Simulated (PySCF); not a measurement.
Simulated outer-valence photoelectron spectrum of `N#CB(C#N)C#N`. The calculation used EOM-IP-CCSD/aug-cc-pVDZ in PySCF, restricted Hartree–Fock reference, 7 core orbitals frozen, non-relativistic, gas phase, PBE0-D3(BJ)/def2-SVP geometry.

Each root has a Gaussian of 0.8 eV full width with its one-hole share as area; cross sections and vibrations are left out, and the highest printed point is 100.

```tsv
ionisation energy (eV)	intensity
12.8	0
12.9	1
13.0	2
13.1	4
13.2	7
13.3	14
13.4	23
13.5	36
13.6	51
13.7	68
13.8	84
13.9	95
14.0	100
14.1	97
14.2	88
14.3	74
14.4	58
14.5	43
14.6	31
14.7	22
14.8	18
14.9	17
15.0	19
15.1	20
15.2	21
15.3	21
15.4	19
15.5	16
15.6	13
15.7	9
15.8	6
15.9	3
16.0	2
16.1	1
16.2	0
16.3	0
16.4	0
```

Where are the maxima, and how many lines lie under the curve?

2 maxima, at 14.0 and 15.2 eV, from 4 lines (6 roots with degenerate partners counted). At this width some lines have no maximum of their own.

List the lines with their holes.

```json
{"E (eV)": "13.92", "leading hole (HF orbital)": "HOMO-3/HOMO-4", "area": "1.88", "Koopmans (eV)": "14.55"}
{"E (eV)": "13.93", "leading hole (HF orbital)": "HOMO", "area": "0.95", "Koopmans (eV)": "14.15"}
{"E (eV)": "14.16", "leading hole (HF orbital)": "HOMO-1/HOMO-2", "area": "1.91", "Koopmans (eV)": "14.16"}
{"E (eV)": "15.25", "leading hole (HF orbital)": "HOMO-5", "area": "0.95", "Koopmans (eV)": "15.28"}
```

The widest gap, 1.09 eV, lies between 14.16 and 15.25 eV. Only orbitals with −ε under 21 eV, eight at most, were ionised, so the high end of the curve may lack lines.

On an Arm Neoverse V2 with one thread, no GPU (shared host), this took 6.7 min.
